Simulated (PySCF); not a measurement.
C6H9P.
SMILES with atom numbers: `[CH3:1][C:2]#[C:3][PH:4][CH:5]1[CH2:6][CH2:7]1`

NICS is the negative of the GIAO shielding at a point without a nucleus: at the ring centre (0) and 1 Å above and below it (1); zz is the component along the ring normal. Level: GIAO PBE0/pcSseg-1 (PySCF, non-relativistic, gas phase) on the PBE0-D3(BJ)/def2-SVP geometry, one conformer.

Ring bond lengths (Å), with Mayer bond orders in brackets: C5–C6 1.504 (0.94), C6–C7 1.493 (0.98), C7–C5 1.507 (0.93).

Problem. What do the NICS probes read (ppm)?

Solution. 
```csv
ring,type,NICS(0),"NICS(1), two faces","NICS(1)zz, two faces",rms pucker (Å),"centre to ring atoms, mean (Å)"
C5–C6–C7,3-membered carbocycle; formal bonds all single,-44.0,-8.8 / -8.7,-22.8 / -24.0,0.00,0.87
```

Problem. What do they say, and how far can they be read as aromaticity?

Solution. 
- C5–C6–C7: mean NICS(1)zz -23.4 ppm, shielded. C5, C6, C7 have four or more neighbours, and the NICS criterion for π rings isn't applied. A hydrogen on C5, outside the ring, lies only 1.44 Å from a NICS(1) probe, which then mostly feels that atom. NICS(0) lies 35 ppm below the mean NICS(1).

Problem. At the first NICS(1) probe listed for ring C5–C6–C7, 1 Å off the ring, what do the in-plane components average?

Solution. The isotropic value is a third of the trace: (3 × -8.8 − (-22.8))/2 = -1.8 ppm.

Problem. Give the inner angles of the rings and the Hirshfeld charges of the ring atoms.

Solution. 
- C5–C6–C7: C5 59.5° (-0.089 e), C6 60.3° (-0.088 e), C7 60.2° (-0.089 e); sum 180.0° against 180° for a flat convex ring.

Problem. What are the shieldings of the ring atoms and their hydrogens in the same run (means over atoms taken as equivalent)?

Solution. 
```csv
atoms,environment,σ isotropic (ppm),"principal values of the symmetric part, first atom (ppm)"
C5,sp3 carbon bound to phosphorus,178.6,"142.2, 172.1, 221.4"
C6 (×2),three-membered-ring carbon,178.7,"145.5, 175.7, 213.2"
H on C5,methine hydrogen,30.11,"22.6, 28.3, 39.5"
H on C6 (×2),methylene hydrogen,30.56,"25.0, 25.9, 40.5"
H on C6 (×2),methylene hydrogen,30.96,"25.5, 27.9, 39.3"
```

Problem. How do the values depend on the level or the medium?

Solution. 
```json
{"level": "PBE0/pcSseg-1, gas", "NICS(0), C5–C6–C7": "-44.0", "mean NICS(1)zz, C5–C6–C7": "-23.4"}
{"level": "PBE0/pcSseg-1, IEF-PCM cyclohexane", "NICS(0), C5–C6–C7": "-44.1", "mean NICS(1)zz, C5–C6–C7": "-23.4"}
{"level": "PBE0/pcSseg-1, IEF-PCM tetrahydrofuran", "NICS(0), C5–C6–C7": "-44.2", "mean NICS(1)zz, C5–C6–C7": "-23.5"}
```

The geometry is the same throughout; the continuum's cavity takes Bondi-type radii × 1.2.

Hardware: one thread of an AMD EPYC 9R14, no GPU, shared host with 96 logical CPUs at a one-minute load of 19. Cost: 14 s, 0.80 GiB resident at most. This is the whole shielding run at PBE0/pcSseg-1, SCF included.

Conformer computed: `[CH3:1][C:2]#[C:3][PH:4][CH:5]1[CH2:6][CH2:7]1`: C3–P4–C5–C6 -96°.
